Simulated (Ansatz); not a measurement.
A run for Ansatz (an electronic-structure program): R-wB97X-V/def2-TZVPP on NH3 (SMILES N).

Ansatz 0.2 input:
```yaml
crystal:
  periodic: [false, false, false]
  atoms:
    - {symbol: N, position_ang: [0.00000000, -0.00002166, 0.27906864]}
    - {symbol: H, position_ang: [-0.00000000, 0.94280068, -0.09306197]}
    - {symbol: H, position_ang: [0.81651180, -0.47143951, -0.09305334]}
    - {symbol: H, position_ang: [-0.81651180, -0.47143951, -0.09305334]}
basis:
  gaussian:
    orbitals: def2-TZVPP
hamiltonian:
  xc: {name: wB97X-V}
scf: {lower_state_search: off}
```

The log:

```
WARN ansatz: RAYON_NUM_THREADS=4 ignored (pool sized by the plan → 4); use --threads N
Functional definition: wB97X-V
these checks for a lower state are left out or cut short: stability, starts, cluster_reference, orbital_swaps, neighbouring_geometries, increment
integrals: 0.01 GiB planned
332 factors; their error is unknown
integrals: 0.05 GiB planned
93 factors; integrals over basis functions are off by at most 7.7e-6 eV
mean field: 0.17 GiB planned
mean field evaluation 1: about -1535.7900 eV, gradient 4.3e1 eV
mean field evaluation 2: about -1536.4622 eV, gradient 3.8e1 eV
mean field evaluation 4: about -1539.1423 eV, gradient 2.2e-1 eV
mean field evaluation 8: about -1539.1431 eV, gradient 1.6e-3 eV
mean field -1539.14308900 eV, -56.5624652521 hartree, gradient 2.5e-6 eV, S^2 0.000000; 0 other end points of the search recorded, 0 dependent functions left out
reference -1539.14308790 eV, -56.5624652117 hartree; 5, 5 occupied and 68, 68 virtual orbitals, 332 factors
Total energy: -1539.14308790 eV, -56.5624652117 hartree
Checks for a lower state left out: stability, starts, cluster_reference, orbital_swaps, neighbouring_geometries, increment
```

The run converged.

Cost: very roughly 0.3 core-seconds.
